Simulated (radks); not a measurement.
Cl II, configuration [Ne] 3s2 3p4.

Method: scalar-relativistic Kohn-Sham, PBE, spin-polarised, spherical densities, finite nucleus; open shells are filled with parallel spins first; Fermi nuclear charge, rms radius 3.3654 fm; computed with a radial shooting solver on a logarithmic mesh with Libxc functionals.

Energy parts (eV):
| part | energy |
|---|---|
| total | -12543.398 |
| kinetic | 12600.725 |
| electron-nucleus | -29725.381 |
| Hartree | 5336.472 |
| exchange-correlation | -755.214 |

Orbitals (lengths in bohr, moments of r in powers of bohr; <r^-3> diverges for s and p1/2):
orbital,occ.,eigenvalue (eV),<r^-3>
1s up,1,-2764.386,-
1s down,1,-2764.033,-
2s up,1,-265.5194,-
2s down,1,-265.1948,-
2p up,3,-204.5489,102.5
2p down,3,-204.0874,102.4
3s up,1,-33.0282,-
3s down,1,-30.7685,-
3p up,3,-20.2960,8.763
3p down,1,-18.1849,8.553

The highest occupied level is 3p down at -18.185 eV. The electron density at the nucleus is 3607 e/bohr^3 (large components only). Spin moment in Bohr magnetons: 2. Summed over all electrons, <r^2> = 20.52 bohr^2, which gives a Langevin (diamagnetic) susceptibility term of -16.2 x 10^-6 cm^3/mol.
